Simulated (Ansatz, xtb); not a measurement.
## Isomers of CH10SSi3 in order of energy

5 gas-phase structures of CH10SSi3, from a drawn sample of its isomers (lower ones may exist). Each was relaxed with GFN2-xTB; where two conformers were screened, the lower at r2SCAN-D4/def2-SVP is listed:

A. `C[Si@@H]([SiH3])[SiH2]S`, a singlet
B. `C[Si@@H](S)[SiH2][SiH3]`, a singlet
C. `C[SiH2][SiH2][SiH2]S`, a singlet
D. `C[SiH2][Si@@H]([SiH3])S`, a singlet
E. `C[Si]([SiH3])([SiH3])S`, a singlet

Question: Which do you expect lowest at r2SCAN-D4/def2-SVP, and how would the others follow?

Answer: Calculated order at r2SCAN-D4/def2-SVP: B (0.0), E (0.2), D (0.5), C (1.0), A (2.0) kcal/mol. Less than 1 kcal/mol parts B and E; E and D; D and C, so the order within those pairs means little.

Energies above the lowest of each column, in kcal/mol; the last columns are at B3LYP/def2-SVP geometries:

```csv
structure,GFN2-xTB,HF/STO-3G,r2SCAN-D4/def2-SVP,B3LYP/def2-SVP,CCSD(T)/def2-SVP + ΔMP2/def2-TZVPP
B,1.0,0.0,0.0,0.0,0.0
E,1.5,1.8,0.2,1.0,0.7
D,1.0,0.7,0.5,0.9,1.3
C,0.0,0.8,1.0,0.4,1.1
A,0.7,1.6,2.0,1.6,1.6
```

CCSD(T)/def2-SVP + ΔMP2/def2-TZVPP puts B lowest, with E within 1 kcal/mol; GFN2-xTB picks C. CCSD(T)/def2-SVP + ΔMP2/def2-TZVPP orders those it was run on as B (0.0), E (0.7), C (1.1), D (1.3), A (1.6) kcal/mol. Less than 1 kcal/mol parts B and E; E and C; C and D; D and A, so the order within those pairs means little. Flexible structures stand in one conformer each, not always the lowest. ΔMP2 is the change of the MP2 energy from the smaller to the larger basis.

Over these structures GFN2-xTB departs from r2SCAN-D4/def2-SVP by 1.0 kcal/mol on average once a common shift is removed. A GFN2-xTB relaxation took about 0.25 s and the r2SCAN-D4/def2-SVP energy about 3.3 s on a shared host (Ansatz 0.2.0, xtb 6.7.1).
